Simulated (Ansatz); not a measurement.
One geometry of Ti2Si, several levels of theory.

```yaml
crystal:
  periodic: [false, false, false]
  atoms:
    - {symbol: Ti, position_ang: [1.080305, -0.698724, 0.277567]}
    - {symbol: Ti, position_ang: [-0.654605, 0.504379, 1.024411]}
    - {symbol: Si, position_ang: [-0.425709, 0.194334, -1.301988]}
basis:
  gaussian: {orbitals: def2-TZVP, initial_orbitals: start.molden}
hamiltonian: {xc: {name: CAM-B3LYP}, dispersion: d4}
scf: {omitted_lower_state_checks: [starts]}
output: {orbitals: {seedname: orbitals}}
```

The file start.molden holds the orbitals of an earlier run on this structure, at another level or in another basis.

```sh
$ ansatz run in.yaml --threads 4 --pin off --events-out ev --progress --plain --max-ram 3916MiB
```

Shortened log:

```
Functional definition: CAM-B3LYP
1187 factors; their error is unknown
265 factors; integrals over basis functions are off by at most 1.9e-5 eV
mean field evaluation 1: about -54102.6189 eV, gradient 4.8e0 eV
mean field evaluation 2: about -54102.6624 eV, gradient 9.7e-2 eV
mean field evaluation 4: about -54102.8750 eV, gradient 3.0e-3 eV
mean field evaluation 8: about -54102.8750 eV, gradient 2.1e-5 eV
mean field -54102.87503483 eV, -1988.2439852842 hartree, gradient 8.8e-6 eV, S^2 0.000000; 0 other end points of the search recorded, 0 dependent functions left out
reference -54102.87512605 eV, -1988.2439886365 hartree; 29, 29 occupied and 98, 98 virtual orbitals, 1187 factors
Total energy: -54102.97251172 eV, -1988.2475674940 hartree
Checks for a lower state left out: starts
```

Run time 5.5 s (4 threads of Arm Neoverse V2 on a shared host).

The first input with `hamiltonian: {xc: r2scan, dispersion: d4}` (abridged; 13 s):

```
Functional definition: r2SCAN
mean field evaluation 16: about -54100.0431 eV, gradient 4.2e-5 eV
mean field -54100.26611765 eV, -1988.1481093461 hartree, gradient 1.9e-6 eV, S^2 0.000000
Total energy: -54100.28386403 eV, -1988.1487615135 hartree
Checks for a lower state left out: starts
```

As the first input, with `correlation: {method: mp2}` and without the key `hamiltonian` (abridged; 13 s):

```
Functional definition: HF
mean field evaluation 16: about -54027.2802 eV, gradient 2.7e-6 eV
mean field evaluation 32: about -54027.2803 eV, gradient 3.1e-2 eV
mean field -54027.28028499 eV, -1985.4659294674 hartree, gradient 2.7e-6 eV, S^2 0.000000; 1 other end points of the search recorded, 0 dependent functions left out; unrestricted orbitals would lower it
mean field evaluation 64: about -54029.5137 eV, gradient 1.9e-1 eV
unrestricted determinant -54029.52584708 eV, -1985.5484523524 hartree, S^2 2.9284
15 core orbitals not correlated: weight in the atoms' cores, before any rotation towards them, 1.000 or more for the frozen orbitals, at most 0.000 for the correlated occupied ones
second order -22.25266719 eV of doubles, -0.00000000 eV of singles
Total energy: -54049.53295218 eV, -1986.2836999033 hartree
Checks for a lower state left out: starts
```

As the first input, with `gaussian: {orbitals: def2-SVP, initial_orbitals: start.molden}`, `hamiltonian: {xc: pbe, dispersion: d4}` (abridged; 2.4 s):

```
Functional definition: PBE
mean field evaluation 16: about -54078.8070 eV, gradient 9.4e-2 eV
mean field evaluation 32: about -54078.7761 eV, gradient 1.0e-6 eV
mean field -54078.77609137 eV, -1987.3583654469 hartree, gradient 1.0e-6 eV, S^2 0.000000; 1 other end points of the search recorded, 0 dependent functions left out
Total energy: -54078.88323615 eV, -1987.3623029449 hartree
Checks for a lower state left out: starts
```

As the first input, with `hamiltonian: {xc: {name: LC-wPBE, parameters: {omega: 0.15/bohr}}}` (abridged; 8.5 s):

```
Functional definition: LC-wPBE
mean field evaluation 16: about -54089.5617 eV, gradient 8.6e-6 eV
mean field -54089.70939116 eV, -1987.7601568035 hartree, gradient 2.6e-6 eV, S^2 0.000000; 1 other end points of the search recorded, 0 dependent functions left out
Total energy: -54089.70939119 eV, -1987.7601568044 hartree
Checks for a lower state left out: starts
```

The first input with `hamiltonian: {xc: {name: LC-wPBE, parameters: {omega: 0.1/bohr}}}` (abridged; 10 s):

```
Functional definition: LC-wPBE
mean field evaluation 16: about -54089.7650 eV, gradient 3.3e-5 eV
mean field evaluation 32: about -54089.9476 eV, gradient 1.3e-6 eV
mean field -54089.94761763 eV, -1987.7689114647 hartree, gradient 1.1e-6 eV, S^2 0.000000; 1 other end points of the search recorded, 0 dependent functions left out
Total energy: -54089.94761769 eV, -1987.7689114669 hartree
Checks for a lower state left out: starts
```

As the first input, with `gaussian: {orbitals: def2-TZVPD, initial_orbitals: start.molden}`, `hamiltonian: {xc: pbe0, dispersion: d4}` (abridged; 5.5 s):

```
Functional definition: PBE0
mean field evaluation 16: about -54087.7922 eV, gradient 6.3e-5 eV
mean field -54087.79216951 eV, -1987.6897002073 hartree, gradient 4.0e-6 eV, S^2 0.000000
Total energy: -54087.88257028 eV, -1987.6930223741 hartree
Checks for a lower state left out: starts
```

Geometry: PBE0-D4/def2-TZVP.

Correlated methods freeze 15 core orbitals; core or outer-core shells of Ti are correlated, in sets that lack core-valence functions. The restricted singlet is unstable towards broken spin symmetry at other levels; at CAM-B3LYP-D4/def2-TZVP, PBE-D4/def2-SVP, LC-ωPBE (ω = 0.15 bohr⁻¹)/def2-TZVP, LC-ωPBE (ω = 0.10 bohr⁻¹)/def2-TZVP and others this wasn't settled. At r2SCAN-D4/def2-TZVP, MP2/def2-TZVP the restricted singlet (for correlated methods, its reference) is unstable: a solution with broken spin symmetry lies lower. At PBE-D4/def2-SVP an occupied level lies above an empty one. The order of the spin states hangs on the level: the quintet lies 0.88 eV below the singlet at PBE0-D4/def2-TZVP, but 0.53 eV above it at MP2/def2-TZVP. The structure comes from a short search, and lower isomers may exist.
